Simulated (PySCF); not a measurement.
Isomers of C3H5N. Gas-phase values, no solvent. One relaxed conformer stands for each flexible species; it need not be the lowest. Strings in code marks are SMILES.

These are PBE-D3(BJ)/def2-TZVP // PBE0-D4/def2-TZVP in PySCF 2.14.0 values and carry that method's errors. Delta-SCF ions had no search for a lower state. 

A: `C=C=CN`
B: `C1NCC=1`
C: `C(C)C#N`
D: `C#CNC`
E: `N=C1CC1`
F: `[H]/N=C\C=C` (C–C–C–N torsion 180°)

Question: Which member has the lowest HOMO?

Answer: C (-7.95 eV); next is F (-6.18 eV).
